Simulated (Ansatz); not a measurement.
Geometry optimisation, UKS B3LYP-D4/def2-SVP in Ansatz 0.2.0.

Input:

```yaml
crystal:
  periodic: [false, false, false]
  atoms:
    - { symbol: B, position_ang: [-0.055073, -0.600936, -0.570549] }
    - { symbol: F, position_ang: [-0.008667, -0.421357, 1.953924] }
    - { symbol: O, position_ang: [1.125877, 0.009076, -0.825206] }
    - { symbol: H, position_ang: [1.886839, -0.574306, -0.741395] }
    - { symbol: O, position_ang: [-1.214273, 0.082801, -0.719944] }
    - { symbol: H, position_ang: [-1.98875, -0.432184, -0.470309] }
    - { symbol: Si, position_ang: [0.007327, -0.045024, 3.524803] }
    - { symbol: H, position_ang: [-0.729807, -1.109415, 4.262573] }
    - { symbol: H, position_ang: [1.420852, 0.017363, 3.98215] }
    - { symbol: H, position_ang: [-0.654225, 1.275382, 3.709755] }
magnetization:
  spin_polarized: true
  initial_magnetization: 1
basis:
  gaussian: { orbitals: def2-SVP }
hamiltonian:
  xc: b3lyp
  dispersion: d4
relax:
  f_tol: 0.03
  max_steps: 50
```

Run as:

```bash
$ ansatz run input.yaml --threads 4 --pin off --max-ram 5120MiB --backend cpu --events-out ev --progress --plain --runs-dir out
```

**Question.** Where does it end, and by what steps?

**Answer.** The run converged. After 20 steps the energy has fallen by 0.180 eV; H10 moved furthest, 1.17 Å.

```
step  energy less start (eV)  largest force component (eV/Å)  accepted
   0                  0.0000                           0.693       yes
   1                  0.1190                           2.313        no
   2                 -0.0210                           0.445       yes
   3                 -0.0349                           0.335       yes
   4                 -0.0443                           0.236       yes
   5                 -0.0521                           0.129       yes
   6                 -0.0535                           0.134       yes
   7                 -0.0596                           0.403       yes
   8                 -0.0622                           0.562       yes
   9                 -0.0840                           0.541       yes
  10                 -0.1036                           0.476       yes
  11                 -0.1277                           0.418       yes
  12                 -0.1417                           0.299       yes
  13                 -0.1498                           0.490       yes
  14                 -0.1571                           0.513       yes
  15                 -0.1648                           0.397       yes
  16                 -0.1778                           0.080       yes
  17                 -0.1779                           0.079       yes
  18                 -0.1794                           0.085       yes
  19                 -0.1801                           0.043       yes
  20                 -0.1803                           0.015       yes
```

```xyz
10
Properties=species:S:1:pos:R:3
B -0.102 -0.342 -0.483
F -0.226 -1.537 2.222
O 0.955 0.179 0.187
H 1.775 -0.302 0.022
O -1.326 0.203 -0.336
H -2.007 -0.249 -0.847
Si 0.112 -0.210 3.119
H -0.357 -0.506 4.503
H 1.583 0.003 3.141
H -0.617 0.962 2.578
```

Time of the run: 44 s on 4 threads of Arm Neoverse V1, with other jobs on the host, peak memory 0.28 GiB.
